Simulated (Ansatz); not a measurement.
Coupled-cluster diagnostics for Pb₅O₈H₆, a hydroxylated oxide cluster, Ansatz.

Geometry of the singlet (PBE-D4/def2-SVP):

Cartesian coordinates in Å:
```
Pb 0.142 -0.205 -0.135
Pb 0.965 0.392 3.057
Pb -2.689 -0.769 1.721
Pb -2.217 1.427 -1.867
Pb 1.093 3.091 -0.204
O 2.520 -0.247 1.459
O 0.517 1.673 1.330
O -0.543 -0.963 2.117
O -2.099 0.632 0.176
O -2.457 -2.341 -0.222
O 3.034 1.503 -0.324
O -0.034 1.802 -1.571
O -1.784 -0.832 -2.163
H 3.055 -1.052 1.591
H 2.908 0.778 0.432
H -2.229 -1.767 -1.077
H -1.703 -2.951 -0.116
H 3.058 1.000 -1.160
H -1.538 -1.171 -3.045
```

In the def2 sets Pb takes a core potential; there is no spin–orbit coupling. Correlated methods freeze 28 core orbitals; core or outer-core shells of Pb are correlated, in sets that lack core-valence functions.

Estimate the CCSD(T) correlation energy, the shares of MP2 and (T), T1 and the reference's ⟨S²⟩ for: charge 0, singlet, own geometry in def2-SVP; and the rough time on 2 threads of AMD EPYC 7R13 on a shared host and a share (18 GiB) of an NVIDIA H100 80GB HBM3.


```csv
state,basis,correlation (eV),MP2 share (%),(T) share (%),T1,⟨S²⟩ (pure),wall time
"charge 0, singlet, own geometry",def2-SVP,-59.449,95.7,3.5,0.020,0.00 (0.00),42 s
```
Customary marks for T1 are 0.02 (closed shells), 0.045 (open shells) and about 0.05 (3d metals). T1 stays under 0.02 throughout.
